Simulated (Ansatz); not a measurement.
Reaction (atomization): `CN[BH][AlH2]` → Al• + B• + C• + 7 H• + N•

Calculated with Ansatz (gas phase, PBE0-D4/def2-TZVP geometries, no zero-point term in ΔE). CBS: MP2 limit from def2 TZ/QZ plus the TZ coupled-cluster correction, frozen cores. This one scheme is used for every species, atoms too. Functionals use def2-TZVPP. B3LYP here is the variant with VWN-RPA as its local correlation; programs differ in this. HSE06 is defined as in plane-wave codes. No spin–orbit coupling; open shells (•) take unrestricted orbitals. Spin–orbit coupling would lower the free atoms: a little for Al, B, C. Each species was taken in one conformer, which may not be the lowest.

```json
{"level": "LDA (SPW92)", "ΔE (kcal/mol)": "995.5", "difference from CCSD(T)/CBS": "114.7"}
{"level": "PBE-D4", "ΔE (kcal/mol)": "894.0", "difference from CCSD(T)/CBS": "13.2"}
{"level": "revPBE-D4", "ΔE (kcal/mol)": "875.6", "difference from CCSD(T)/CBS": "-5.2"}
{"level": "BLYP-D4", "ΔE (kcal/mol)": "882.9", "difference from CCSD(T)/CBS": "2.1"}
{"level": "r2SCAN-D4", "ΔE (kcal/mol)": "883.6", "difference from CCSD(T)/CBS": "2.8"}
{"level": "B97M-V", "ΔE (kcal/mol)": "890.0", "difference from CCSD(T)/CBS": "9.2"}
{"level": "PBE0-D4", "ΔE (kcal/mol)": "882.9", "difference from CCSD(T)/CBS": "2.1"}
{"level": "B3LYP-D4", "ΔE (kcal/mol)": "887.3", "difference from CCSD(T)/CBS": "6.5"}
{"level": "r2SCANh-D4", "ΔE (kcal/mol)": "879.6", "difference from CCSD(T)/CBS": "-1.2"}
{"level": "r2SCAN0-D4", "ΔE (kcal/mol)": "873.9", "difference from CCSD(T)/CBS": "-6.9"}
{"level": "HSE06-D4", "ΔE (kcal/mol)": "883.5", "difference from CCSD(T)/CBS": "2.7"}
{"level": "BHLYP-D4", "ΔE (kcal/mol)": "867.6", "difference from CCSD(T)/CBS": "-13.2"}
{"level": "CAM-B3LYP-D4", "ΔE (kcal/mol)": "890.8", "difference from CCSD(T)/CBS": "10.0"}
{"level": "ωB97X-V", "ΔE (kcal/mol)": "887.0", "difference from CCSD(T)/CBS": "6.2"}
{"level": "ωB97M-V", "ΔE (kcal/mol)": "886.3", "difference from CCSD(T)/CBS": "5.5"}
{"level": "B2PLYP", "ΔE (kcal/mol)": "875.3", "difference from CCSD(T)/CBS": "-5.5"}
{"level": "PBE-QIDH", "ΔE (kcal/mol)": "875.4", "difference from CCSD(T)/CBS": "-5.4"}
{"level": "PBE", "ΔE (kcal/mol)": "890.0", "difference from CCSD(T)/CBS": "9.2"}
{"level": "revPBE", "ΔE (kcal/mol)": "862.6", "difference from CCSD(T)/CBS": "-18.2"}
{"level": "BLYP", "ΔE (kcal/mol)": "874.0", "difference from CCSD(T)/CBS": "-6.8"}
{"level": "r2SCAN", "ΔE (kcal/mol)": "882.6", "difference from CCSD(T)/CBS": "1.8"}
{"level": "B3LYP", "ΔE (kcal/mol)": "880.9", "difference from CCSD(T)/CBS": "0.1"}
{"level": "r2SCANh", "ΔE (kcal/mol)": "878.5", "difference from CCSD(T)/CBS": "-2.3"}
{"level": "r2SCAN0", "ΔE (kcal/mol)": "872.7", "difference from CCSD(T)/CBS": "-8.1"}
{"level": "HSE06", "ΔE (kcal/mol)": "880.3", "difference from CCSD(T)/CBS": "-0.5"}
{"level": "BHLYP", "ΔE (kcal/mol)": "862.7", "difference from CCSD(T)/CBS": "-18.1"}
{"level": "CAM-B3LYP", "ΔE (kcal/mol)": "887.4", "difference from CCSD(T)/CBS": "6.6"}
{"level": "LC-ωPBE", "ΔE (kcal/mol)": "881.3", "difference from CCSD(T)/CBS": "0.5"}
{"level": "HF/def2-SVP", "ΔE (kcal/mol)": "665.7", "difference from CCSD(T)/CBS": "-215.1"}
{"level": "MP2/def2-SVP", "ΔE (kcal/mol)": "841.9", "difference from CCSD(T)/CBS": "-38.9"}
{"level": "CCSD/def2-SVP", "ΔE (kcal/mol)": "832.8", "difference from CCSD(T)/CBS": "-48.0"}
{"level": "CCSD(T)/def2-SVP", "ΔE (kcal/mol)": "840.1", "difference from CCSD(T)/CBS": "-40.7"}
{"level": "HF/def2-TZVPP", "ΔE (kcal/mol)": "655.6", "difference from CCSD(T)/CBS": "-225.2"}
{"level": "MP2/def2-TZVPP", "ΔE (kcal/mol)": "864.1", "difference from CCSD(T)/CBS": "-16.7"}
{"level": "SCS-MP2/def2-TZVPP", "ΔE (kcal/mol)": "868.4", "difference from CCSD(T)/CBS": "-12.4"}
{"level": "CCSD/def2-TZVPP", "ΔE (kcal/mol)": "849.1", "difference from CCSD(T)/CBS": "-31.7"}
{"level": "HF/def2-QZVPP", "ΔE (kcal/mol)": "656.9", "difference from CCSD(T)/CBS": "-223.9"}
{"level": "SCS-MP2/def2-QZVPP", "ΔE (kcal/mol)": "882.9", "difference from CCSD(T)/CBS": "2.1"}
{"level": "HF/CBS(def2)", "ΔE (kcal/mol)": "657.1", "difference from CCSD(T)/CBS": "-223.7"}
{"level": "CCSD/CBS(def2)", "ΔE (kcal/mol)": "870.4", "difference from CCSD(T)/CBS": "-10.4"}
{"level": "CCSD(T)/CBS", "ΔE (kcal/mol)": "880.8", "difference from CCSD(T)/CBS": "0"}
```

Largest T1 diagnostic among the species: 0.018.

From BLYP to BHLYP (50 % exact exchange), in def2-TZVPP and without D4, ΔE moves by −11.2 kcal/mol: exact exchange takes away binding that semilocal exchange gives to molecules. The D4 term adds +6.5 kcal/mol with B3LYP and +3.4 kcal/mol with PBE0; it sums over pairs of atoms, weighted by their polarisabilities, and B3LYP, whose exchange is more repulsive, gets the larger term. Leaving LDA and LC-ωPBE aside and taking each functional with its dispersion term where it has one, the values spread over 26.4 kcal/mol, from BHLYP-D4 to PBE-D4. LDA lies +105.5 kcal/mol from PBE without D4, its usual overbinding.

For atomizations the MP2-based limit and the directly extrapolated one differ by several kJ/mol either way, and by 10 to 25 for some Ge, Se and Sn compounds, so smaller differences from it don't rank the levels.
